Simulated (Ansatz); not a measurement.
CaCl₂, triplet, geometry from GFN2-xTB (such geometries of metal compounds can be far from the true shape) (a higher spin typed on purpose: for a closed-shell molecule this is an excited state); Ansatz (a first-principles code) with BLYP-D3BJ/def2-SV(P).

The Ansatz input:
Ansatz 0.2 input:
```yaml
crystal:
  periodic: [false, false, false]
  atoms:
    - {symbol: Ca, position_ang: [0.43095307, -1.37044244, -0.06015462]}
    - {symbol: Cl, position_ang: [0.64352842, 1.12762644, -0.86225411]}
    - {symbol: Cl, position_ang: [-1.15053203, 0.48465879, 0.93302425]}
basis:
  gaussian:
    orbitals: def2-SV_P_.json
hamiltonian:
  xc: blyp
  dispersion: d3bj
magnetization: {spin_polarized: true, initial_magnetization: 2}
```
The basis file holds def2-SV(P) in the JSON format of the Basis Set Exchange.

Output, abridged:

```
Functional definition: BLYP
674 factors; their error is unknown
mean field evaluation 1: about -43473.8443 eV, gradient 9.1e0 eV
mean field evaluation 2: about -43473.5716 eV, gradient 1.2e1 eV
mean field evaluation 4: about -43474.3718 eV, gradient 4.2e-1 eV
mean field evaluation 8: about -43474.3415 eV, gradient 6.8e-3 eV
mean field evaluation 16: about -43472.3809 eV, gradient 5.0e0 eV
mean field -43474.34154668 eV, -1597.6525838735 hartree, gradient 2.4e-5 eV, S^2 2.001471; 0 other end points of the search recorded, 0 dependent functions left out
reference -43474.34186859 eV, -1597.6525957032 hartree; 28, 26 occupied and 32, 34 virtual orbitals, 674 factors
Total energy: -43474.54442714 eV, -1597.6600395928 hartree
```
